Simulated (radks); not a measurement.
Values are calculated unless marked as measured or tabulated.
Mean orbital radii <r> (bohr) of the niobium ion Nb2+, [Kr] 4d3, at several levels of relativity; Dirac values are averaged over j with weights 2j + 1. Spin-unpolarised spherical Kohn-Sham, LDA (Slater exchange, Perdew-Wang correlation), point nucleus unless stated (finite: rms radius 4.324 fm), a radial shooting solver on a logarithmic mesh with Libxc functionals. A level marked "c x" has the speed of light scaled by that factor and shares open shells by 2j + 1; other Dirac levels either fill j = l - 1/2 first or share by 2j + 1.

| shell | non-rel. | scalar-rel., finite nucleus | Dirac, low j first | Dirac, 2j+1 shares, finite nucleus | change of magnitude, last against first (%) |
|---|---|---|---|---|---|
| 1s | 0.03724 | 0.03613 | 0.03613 | 0.03613 | -2.97 |
| 2s | 0.1631 | 0.1582 | 0.1579 | 0.1579 | -3.18 |
| 2p | 0.1398 | 0.1378 | 0.1377 | 0.1377 | -1.55 |
| 3s | 0.4559 | 0.4441 | 0.4439 | 0.4439 | -2.63 |
| 3p | 0.4515 | 0.4464 | 0.4462 | 0.4462 | -1.17 |
| 3d | 0.4323 | 0.4333 | 0.4333 | 0.4333 | +0.23 |
| 4s | 1.181 | 1.153 | 1.154 | 1.154 | -2.32 |
| 4p | 1.300 | 1.290 | 1.291 | 1.290 | -0.77 |
| 4d | 1.834 | 1.856 | 1.858 | 1.856 | +1.18 |
| 5s (empty) | 3.075 | 3.013 | 3.015 | 3.014 | -2.00 |
| 5p (empty) | 3.617 | 3.594 | 3.597 | 3.594 | -0.65 |
